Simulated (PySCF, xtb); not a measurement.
C₃H₈BNO, SMILES CNB1COC1.

Coordinates come from a PBE0-D3(BJ)/def2-SVP optimisation. The structure was generated by enumeration, and PubChem lists no compound with its InChIKey, so it may never have been made. One conformer was computed; it need not be the lowest.

The numbers are results of C-PCM-B3LYP/def2-SVP run with PySCF, not measurements.

The values are the electrostatic part of the solvation free energy, E(continuum) − E(gas) at the gas-phase geometry, in a cavity of scaled van der Waals radii (PySCF's table); cavitation and dispersion terms are not included. In vacuum the orbital gap is 6.87 eV. The dipole moment in vacuum is 3.94 D.

Q: Estimate the values in water (ε = 78.36), dichloromethane (ε = 8.93), ethanol (ε = 24.85). (An estimate is asked for; the answer gives what the named calculation found.)

A: 
| solvent | ε | ΔG(elec) (kcal/mol) | dipole (D) | gap (eV) |
|---|---|---|---|---|
| water | 78.36 | -5.5 | 4.85 | 7.22 |
| dichloromethane | 8.93 | -4.8 | 4.74 | 7.18 |
| ethanol | 24.85 | -5.3 | 4.81 | 7.21 |

For comparison, GFN2-xTB/ALPB(water) (xtb, at the GFN2-xTB geometry, all terms of that model) gives -5.2 kcal/mol.
